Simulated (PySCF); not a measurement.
Si(OH)3(NH2) (H₅NO₃Si), SMILES N[Si](O)(O)O. Atoms are numbered in the order given.

```xyz
10

N      1.5912    -0.5831    -0.1390
Si    -0.0145     0.0095    -0.0161
O     -0.0285     1.2826     1.0504
O     -0.6131     0.5823    -1.4427
O     -1.0050    -1.2401     0.4486
H      1.7562    -1.4349    -0.6662
H      2.3433     0.0809    -0.2943
H      0.3730     1.1269     1.9102
H     -1.5121     0.9249    -1.4174
H     -0.7236    -1.7478     1.2153
```

Coordinates come from a ωB97X-D3(BJ)/def2-SVP optimisation. A frequency run showed that this geometry is not a minimum. One conformer was computed; it need not be the lowest.

Two levels are set side by side: PBE/pcSseg-1 (PySCF) and HF/pcSseg-1 (PySCF). GIAO shifts against H2O (¹⁷O), NH3 (¹⁵N), TMS (²⁹Si), TMS (¹H) at the same level; non-relativistic, no solvent, atoms listed together averaged. Differences are taken from unrounded values.

```tsv
quantity	HF
δ(¹⁵N) of N1 (ppm)	15.2
δ(²⁹Si) of Si2 (ppm)	-59.7
δ(¹H) of H6, H7 (ppm)	1.03
```

Task: What does PBE give, and how far is it from HF? (Estimate from the structure and the level; the computed values follow.)

Result: 
| quantity | PBE | PBE minus HF |
|---|---|---|
| δ(¹⁵N) of N1 (ppm) | 26.7 | 11.5 |
| δ(²⁹Si) of Si2 (ppm) | -52.1 | 7.6 |
| δ(¹H) of H6, H7 (ppm) | 0.61 | -0.42 |

Rough cost on one machine, each run with all the roots and properties that it gave: HF against PBE within a factor of 2.
